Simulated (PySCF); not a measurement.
Si(H)(OMe)2(SMe), C3H10O2SSi, SMILES CO[SiH](OC)SC at its GFN2-xTB optimised geometry (Å):

```
17

Si     0.2546    -0.0275     0.0000
O     -0.4532    -0.8188    -1.2149
C     -0.5825    -0.4323    -2.5547
O     -0.0326    -0.7976     1.3851
C     -1.2316    -1.2796     1.9310
S     -0.4998     1.9875     0.0000
C      0.1546     2.5513     1.6030
H      1.7044    -0.0275     0.0000
H      0.3733    -0.5437    -3.0706
H     -1.3236    -1.0839    -3.0175
H     -0.9080     0.6067    -2.6292
H     -1.7044    -1.9875     1.2492
H     -0.9866    -1.7815     2.8676
H     -1.9262    -0.4597     2.1282
H     -0.3086     3.5085     1.8164
H      1.2314     2.6643     1.5317
H     -0.0964     1.8295     2.3728
```

Calculation: PySCF with B3LYP/def2-SVP. Cells within 0.4 Å of a nucleus heavier than hydrogen are left out (blank, or x).

Map of the Laplacian of the electron density (e/bohr⁵) on the plane z = 1.0 Å:

```
|77777777777777777777777777777|
|77777777777777777777777777777|
|77777777777777777777777777777|
|77777777777777787777777777777|
|77777777777777787777777777777|
|77777777777776567777777777777|
|77777777777775567777777777777|
|77777777777776677777777777777|
|77777777777777777777777777777|
|77777777777777777777777777777|
|77777777777777777777777777777|
|77777777777777777777777777777|
|77777777777777777777777777777|
|77777777777777777777777777777|
|77777777777788887777777777777|
|77777777777897688777777777777|
|77777777777996089877777777777|
|77777777778994x79877777777777|
|77777777778999789877777777777|
|77777777777899998777777777777|
|77777777677788887777777777777|
|77777777567777777777777777777|
|77777777777777777777777777777|
|77777777777777777777777777777|
|77777777777777777777777777777|
|77777777777777777777777777777|
|77777777777777777777777777777|
|77777777777777777777777777777|
|77777777777777777777777777777|
```
Scale: ten equal steps from -1.16 (start of '0') to 0.475 (end of '9'), in the order '0123456789'; x runs from -4.00 to 4.00, y from -4.00 (bottom) to 4.00 (top).
